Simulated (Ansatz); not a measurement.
Tl4Cl3⁺. The state is a singlet with charge 1. Geometry PBE-D4/def2-SVP, basis def2-TZVP, Ansatz.

Cartesian coordinates in Å:
```
Tl -0.4625 -2.0566 0.8417
Tl -1.4077 1.5704 -0.8395
Tl 1.7108 -0.7904 -2.6712
Tl 1.1149 1.5251 2.6679
Cl -1.0470 -1.1684 -1.9312
Cl 1.5709 0.4083 -0.0018
Cl -1.4794 0.5116 1.9341
```

| run | HOMO (eV) | LUMO (eV) |
| --- | --- | --- |
| A | -11.93 | -4.58 |
| B | -10.25 | -5.66 |
| C | -11.00 | -5.19 |
| D | -10.81 | -5.47 |
| E | -9.95 | -5.88 |

In the def2 sets Tl takes a core potential; there is no spin–orbit coupling. B3LYP takes the VWN-RPA correlation. Another isomer (singlet) lies 0.08 eV lower at PBE0-D4/def2-TZVP; other spin states weren't run for this one.

Task: The runs used B3LYP, BHLYP, PBE, PBE0, r2SCAN. Estimate which is which.

Result: A BHLYP (50 % exact exchange); B r2SCAN (0 % exact exchange); C PBE0 (25 % exact exchange); D B3LYP (20 % exact exchange); E PBE (0 % exact exchange). Exact exchange lowers occupied and raises empty levels; among semilocal functionals meta-GGAs tend to open the gap a little, and such runs are hard to tell apart. The gap grows from 4.07 eV (PBE) to 7.35 eV (BHLYP).
